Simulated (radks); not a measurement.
The numbers below are computed, except where a source is named.
Spin polarisation of the 3p2 shell in the phosphorus ion P+. Start: [Ne] 3s2 3p(up 1, down 1); electrons of 3p are moved from spin down to spin up, other shells keep equal spins. Level of theory: scalar-relativistic Kohn-Sham, LDA (Slater exchange, Perdew-Wang correlation), spin-polarised, spherical densities, finite nucleus; Fermi nuclear charge, rms radius of each element as measured or else 0.836 A^(1/3) + 0.57 fm (a radial shooting solver on a logarithmic mesh with Libxc functionals).

| moment (Bohr magnetons) | E - E(0) (eV) | e(3p up) (eV) | e(3p down) (eV) | 3s down minus up (eV) | 2p down minus up (eV) |
|---|---|---|---|---|---|
| 0 | 0.000 | -14.301 | -14.301 | 0.000 | 0.000 |
| 0.5 | -0.055 | -14.509 | -14.067 | 0.480 | 0.100 |
| 1 | -0.222 | -14.694 | -13.803 | 0.965 | 0.201 |
| 1.5 | -0.501 | -14.856 | -13.506 | 1.460 | 0.300 |
| 2 | -0.897 | -14.993 | -13.173 | 1.967 | 0.400 |

At moment 2 the spin-polarisation energy is -0.897 eV and the 3p exchange splitting 1.820 eV, that is 0.910 eV per Bohr magneton; E = -I m^2/4 would give I = 0.897 eV.
